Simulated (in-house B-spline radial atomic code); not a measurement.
Tm IV (Tm3+) is squeezed into an impenetrable sphere of radius R (the orbitals vanish at R). No spin polarisation. All numbers are computed (scalar-relativistic (X2C) PBE, spherical fractional occupations; Fermi nucleus of rms radius 5.2256 fm) with an all-electron radial atomic-structure program (B-spline basis), not measured.

Energies in eV above the free ion in [Xe] 4f12:

```
R (bohr)  highest level (eV)  [Xe] 4f12  [Kr] 4d10 4f13 5s2 5p5  [Kr] 4d9 4f12 5s2 5p6 5f1
    7.71               -35.7  1.556e-05                   21.92                      202.4
    6.87               -35.7  5.271e-05                   21.92                      202.8
    4.64               -35.7    0.04429                   21.98                      207.5
    3.97               -35.4     0.3586                   22.36                      212.1
     3.4               -34.4      2.074                   24.24                      220.2
    3.11               -33.1      5.014                    27.3                        228
    2.78               -30.3       13.6                   35.99                      244.4
    2.18                 -16      83.96                   104.6                      340.9
    1.89               0.351      206.8                   221.9                      489.1
    1.37                 121       1180                    1138                       1576
```

**Question.** Does [Kr] 4d10 4f13 5s2 5p5 fall below [Xe] 4f12 under compression?

**Answer.** Yes, between R = 1.89 and 1.37 bohr the order changes (near 1.75 bohr by linear interpolation).

**Question.** Does [Kr] 4d9 4f12 5s2 5p6 5f1 fall below [Xe] 4f12 under compression?

**Answer.** No, it stays above over the whole range.

The highest level is first positive in the row R = 1.89 bohr, pushed up by confinement above the zero of the free ion's potential. Each configuration is held fixed and needn't be the lowest in the sphere.
